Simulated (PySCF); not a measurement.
## Mayer bond orders and bond lengths

Compound: C5H12N2.
SMILES with atom numbers: `[CH3:1][CH2:2][NH:3][N:4]=[C:5]([CH3:6])[CH3:7]` (hydrogens: H8, H9, H10 on C1; H11, H12 on C2; H13 on N3; H14, H15, H16 on C6; H17, H18, H19 on C7)

Geometry (GFN2-xTB, Å), atoms numbered from 1 in this order:
```xyz
19
C5H12N2 angstrom
C      2.6877    0.4919   -0.5521
C      2.0759   -0.8169   -0.0494
N      0.6627   -0.9357   -0.3234
N     -0.1385   -0.2945    0.5520
C     -1.3272    0.0474    0.2701
C     -1.9927   -0.1201   -1.0751
C     -2.1456    0.6610    1.3626
H      2.1955    1.3373   -0.0767
H      2.5667    0.5799   -1.6308
H      3.7486    0.5270   -0.3196
H      2.5783   -1.6689   -0.5176
H      2.1903   -0.8885    1.0334
H      0.4247   -0.8628   -1.3121
H     -2.0917   -1.1775   -1.3228
H     -1.4011    0.3551   -1.8607
H     -2.9805    0.3305   -1.0684
H     -3.0473    0.0735    1.5333
H     -1.5660    0.7003    2.2797
H     -2.4493    1.6705    1.0853
```

Bond orders from the PBE0/pcSseg-1 density (PySCF). The structure is a single GFN2-xTB conformer in the gas phase; no vibrational or solvent corrections.

(1) How far do the computed orders between heavy atoms stray from the drawn ones?

(2) Give the Mayer order of every bond, beside its length.

Results:

(1) The largest departure is 0.142, at N4–C5 (drawn double, 1.858).

(2) 
```
  bond  drawn as  length (Å)  Mayer order
 C1–C2    single       1.530        1.048
 C2–N3    single       1.444        0.960
 N3–N4    single       1.349        1.062
 N4–C5    double       1.269        1.858
 C5–C6    single       1.510        1.012
 C5–C7    single       1.497        1.051
 C1–H8    single       1.088        0.964
 C1–H9    single       1.089        0.965
C1–H10    single       1.087        0.964
C2–H11    single       1.094        0.954
C2–H12    single       1.091        0.945
N3–H13    single       1.020        0.909
C6–H14    single       1.091        0.945
C6–H15    single       1.092        0.942
C6–H16    single       1.086        0.960
C7–H17    single       1.090        0.951
C7–H18    single       1.086        0.964
C7–H19    single       1.090        0.948
```

Bonds between the same two heavy elements. C–C: lowest C5–C6 (1.012, 1.510 Å), highest C5–C7 and C1–C2 (1.051, 1.497 Å); in 1 of the 3 pairs the longer bond (by over 0.003 Å) has the higher order (by 0.02 or more). C–N: lowest C2–N3 (0.960, 1.444 Å), highest N4–C5 (1.858, 1.269 Å). Bonds named together lie within 0.004.

Sum the orders of all bonds at each heavy atom with more than one neighbour and set the sums beside the valence in the SMILES.

C1 3.941 (drawn 4), C2 3.907 (drawn 4), N3 2.931 (drawn 3), N4 2.920 (drawn 3), C5 3.921 (drawn 4), C6 3.859 (drawn 4), C7 3.914 (drawn 4). Orders between atoms that aren't bonded are not in these sums.

The Mayer order sums products of elements of PS (density times overlap matrix) between the two atoms' basis functions, so it depends on the basis set.
